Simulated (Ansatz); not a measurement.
```yaml
crystal:
  periodic: [false, false, false]
  atoms:
    - {symbol: In, position_ang: [0.009713, 0.016368, -0.000045]}
    - {symbol: Cl, position_ang: [2.337625, 0.018980, 0.011985]}
    - {symbol: Cl, position_ang: [-1.104762, 2.060126, -0.018033]}
    - {symbol: Br, position_ang: [-1.242576, -2.095474, 0.006093]}
basis:
  gaussian: {orbitals: def2-TZVPP}
total_charge: -1
magnetization: {spin_polarized: true, initial_magnetization: 1}
hamiltonian: {xc: {name: PBE0}}
scf: {lower_state_search: off}
```

```sh
$ ansatz run in.yaml --threads 4 --pin off --events-out ev --progress --plain --max-ram 3916MiB
```

It prints (some lines left out):

```
Functional definition: PBE0
1306 factors; integrals over basis functions are off by at most 9.2e-4 eV
mean field evaluation 1: about -100255.3261 eV, gradient 1.0e1 eV
mean field evaluation 2: about -100255.2127 eV, gradient 1.1e1 eV
mean field evaluation 4: about -100255.7226 eV, gradient 2.8e-1 eV
mean field evaluation 8: about -100255.7841 eV, gradient 6.9e-2 eV
mean field evaluation 16: about -100255.7841 eV, gradient 3.4e-5 eV
mean field -100255.78406910 eV, -3684.3321087284 hartree, gradient 8.8e-6 eV, S^2 0.752334; 0 other end points of the search recorded, 0 dependent functions left out
reference -100255.78410547 eV, -3684.3321100649 hartree; 46, 45 occupied and 136, 137 virtual orbitals, 1306 factors
Total energy: -100255.78410547 eV, -3684.3321100649 hartree
Checks for a lower state left out: stability, starts, cluster_reference, orbital_swaps, neighbouring_geometries, increment
```

Run time 20 s (4 threads of Intel Xeon on a shared host).

In the def2 sets In takes a core potential; there is no spin–orbit coupling. The highest occupied level of an anion often lies above zero with these methods, and sets without diffuse functions describe the outer electron poorly.
